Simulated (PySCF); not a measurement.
# `C[C@@H]1C[CH2][Ge@H]([F])[CH2]1`, C₅H₁₁FGe

Cartesian coordinates in Å; atom numbers follow the order of the lines, from 1:
```xyz
18

C     2.127    0.043   -0.609
C     0.805    0.210    0.131
C     0.088   -1.136    0.311
C    -1.243   -0.927    1.035
Ge   -1.908    0.746    0.183
F    -3.016    0.315   -1.134
C    -0.132    1.172   -0.606
H     1.956   -0.347   -1.610
H     2.638    1.000   -0.696
H     2.779   -0.647   -0.077
H     1.010    0.618    1.128
H    -0.102   -1.561   -0.678
H     0.725   -1.832    0.861
H    -1.909   -1.777    0.910
H    -1.081   -0.777    2.102
H    -2.778    1.763    0.906
H    -0.154    0.937   -1.672
H     0.187    2.206   -0.498
```

Computed, not measured: PySCF, TDDFT B3LYP/def2-SVPD circular dichroism and optical rotation, one conformer, gas phase. Geometry: GFN2-xTB.

The calculation is non-relativistic, which matters for the atoms heavier than Zn. States above about 7.7 eV (minus the energy of the highest occupied orbital) lie near or above the ionisation threshold and depend on the basis.

Question: Draw the ECD and absorption spectra from the lowest 12 states, each a Gaussian of half-width 0.35 eV at 1/e height.

Answer: 
```
E (eV)  λ (nm)  Δε (L mol⁻¹ cm⁻¹)  ε (L mol⁻¹ cm⁻¹)
  6.16     201              +0.10              22.2
  6.26     198              +0.20              47.4
  6.36     195              +0.35              88.4
  6.46     192              +0.52               148
  6.56     189              +0.65               235
  6.66     186              +0.66               370
  6.76     184              +0.49               596
  6.86     181              +0.07               960
  6.96     178              -0.65              1500
  7.06     176              -1.75              2230
  7.16     173              -3.31              3110
  7.26     171              -5.30              4110
  7.36     169              -7.63              5110
  7.46     166             -10.24              5970
  7.56     164             -13.14              6520
  7.66     162             -16.37              6740
  7.76     160             -19.86              6700
  7.86     158             -23.31              6520
  7.96     156             -26.42              6280
  8.06     154             -28.79              5880
  8.16     152             -29.83              5220
```
Δε uses R in velocity form, ε uses f in length form. Only the states computed contribute, so the short-wavelength end is incomplete.
